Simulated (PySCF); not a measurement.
Several structures and their simulated spectra, in scrambled order.

A. SMILES CC(C)[SiH2]/N=C\C(F)(F)F
B. SMILES Cc1nn(C(C)C)c(Cl)p1
C. SMILES C=CC1CCCCC1

Spectrum 1. ¹H NMR (400 MHz, computed): δ 4.82 (sept, 1H), 2.76 (m, 3H), 1.49 (d, 6H). ¹³C{¹H} NMR (computed): δ 180.3 (C), 171.3 (C), 52.8 (CH), 24.3 (CH3), 21.7 (CH3).

Spectrum 2. ¹H NMR (400 MHz, computed): δ 5.96 (m, 1H), 5.33 (m, 1H), 5.13 (m, 1H), 1.82 (m, 2H), 1.73 (m, 1H), 1.72 (m, 1H), 1.72 (m, 2H), 1.27 (m, 2H), 1.13 (m, 1H), 1.03 (m, 2H). ¹³C{¹H} NMR (computed): δ 155.1 (CH), 118.2 (CH2), 49.7 (CH), 37.4 (CH2), 30.2 (CH2), 30.0 (CH2).

Spectrum 3. ¹H NMR (400 MHz, computed): δ 8.67 (m, 1H), 5.19 (d, 2H), 1.16 (m, 6H), 1.09 (m, 1H). ¹³C{¹H} NMR (computed): δ 166.7 (CH), 122.5 (C), 20.0 (CH3), 18.2 (CH).

Theoretical values (PySCF 2.14.0 with density-fitted response routines): geometry: GFN2-xTB, shielding tensors at PBE0/pcSseg-1 (GIAO). No relativistic terms, one conformer, rapidly exchanging positions averaged, no solvent model.

Chemical shifts δ = σref − σ; TMS for ¹H (σ = 31.72 ppm) and ¹³C (σ = 186.93 ppm), all at this level. Splittings of carbon signals by F and P are missing where no couplings were computed. Where no couplings were computed, multiplicities follow the n + 1 count of equivalent neighbours, and m marks all less simple cases (inequivalent or close neighbours, rings, F or P nearby). Shifts are as computed. Against solution values, carbons near 30 ppm lie about +3 ppm off and those near 130 ppm about +5 ppm; carbons on Cl a further +6 ppm. Of 1211 compounds with measured shifts, 218 miss one by over three times the rms of a fit or turn the order of signals round; such compounds aren't used in these exercises. Carbons bonded to Cl come out too deshielded.

Match each spectrum to its structure.

Answers

1–B, 2–C, 3–A.

- Spectrum 1 (B): 5 ¹³C signals; δC 52.8 is an sp3 CH bonded to N; δC 24.3 is a methyl carbon.
- Spectrum 2 (C): 6 ¹³C signals; δC 155.1 is an alkene CH; δC 118.2 is a terminal =CH2 carbon.
- Spectrum 3 (A): 4 ¹³C signals; δC 122.5 is a CF3 carbon; δC 20.0 is a methyl carbon.
